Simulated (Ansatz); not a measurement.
`COc1ccc(-c2ccc(C#Cc3ccc(C#Cc4ccc(C#Cc5ccc(C#Cc6ccc(C#Cc7ccc(C#Cc8ccc(C(F)=C(F)F)cc8)cc7)cc6)cc5)cc4)cc3)cc2)cc1`, 102 atoms. Hardware: 11 threads of AMD EPYC 7R13 on a shared host and a whole NVIDIA H100 80GB HBM3.

Single mean-field runs in def2-SVP, def2-TZVP are fitted with def2-universal-jkfit.

(1) How many basis functions does each of these Ansatz runs have, and roughly what does it cost? PBE0-D4/def2-TZVP, charge 0 triplet at the geometry of the charge 0 singlet, energy; PBE-D4/def2-TZVP, charge 1 doublet at the geometry of the charge 0 singlet, energy, from earlier orbitals; PBE0-D4/def2-TZVP, charge 1 doublet at the geometry of the charge 0 singlet, energy; PBE-D4/def2-SVP, charge 0 singlet, energy, from earlier orbitals; PBE0-D4/def2-TZVP, charge -1 doublet at the geometry of the charge 0 singlet, energy; PBE-D4/def2-TZVP, charge -1 doublet at the geometry of the charge 0 singlet, energy, from earlier orbitals; PBE-D4/def2-TZVP, charge 0 singlet, energy, from earlier orbitals; PBE0-D4/def2-TZVP, charge 0 singlet, energy, from earlier orbitals; r2SCAN-D4/def2-SVP, charge 0 singlet, relaxation, 29 steps; PBE-D4/def2-TZVP, charge 0 triplet at the geometry of the charge 0 singlet, energy, from earlier orbitals; PBE0-D4/def2-SVP, charge 0 singlet, energy, from earlier orbitals; r2SCAN-D4/def2-TZVP, charge 0 singlet, energy and forces, from earlier orbitals.

Results:

(1) Other jobs shared the machine, so times can vary by a factor of up to 3.

```tsv
run	functions	fitting or Cholesky vectors	wall time	peak host memory (GiB)
PBE-D4/def2-SVP, charge 0 singlet, energy, from earlier orbitals	1113	5663	10 s	1.5
PBE0-D4/def2-SVP, charge 0 singlet, energy, from earlier orbitals	1113	5663	14 s	1.5
PBE-D4/def2-TZVP, charge 0 singlet, energy, from earlier orbitals	2287	5663	19 s	2.1
r2SCAN-D4/def2-TZVP, charge 0 singlet, energy and forces, from earlier orbitals	2287	5663	21 s	2.2
PBE0-D4/def2-TZVP, charge 0 singlet, energy, from earlier orbitals	2287	5663	25 s	2.1
PBE-D4/def2-TZVP, charge -1 doublet at the geometry of the charge 0 singlet, energy, from earlier orbitals	2287	5663	30 s	3
PBE-D4/def2-TZVP, charge 1 doublet at the geometry of the charge 0 singlet, energy, from earlier orbitals	2287	5663	40 s	2.9
PBE-D4/def2-TZVP, charge 0 triplet at the geometry of the charge 0 singlet, energy, from earlier orbitals	2287	5663	45 s	4.9
PBE0-D4/def2-TZVP, charge -1 doublet at the geometry of the charge 0 singlet, energy	2287	5663	60 s	4.2
PBE0-D4/def2-TZVP, charge 1 doublet at the geometry of the charge 0 singlet, energy	2287	5663	63 s	4.2
PBE0-D4/def2-TZVP, charge 0 triplet at the geometry of the charge 0 singlet, energy	2287	5663	1.8 min	5
r2SCAN-D4/def2-SVP, charge 0 singlet, relaxation, 29 steps	1113	5663	2.8 min	1.7
```
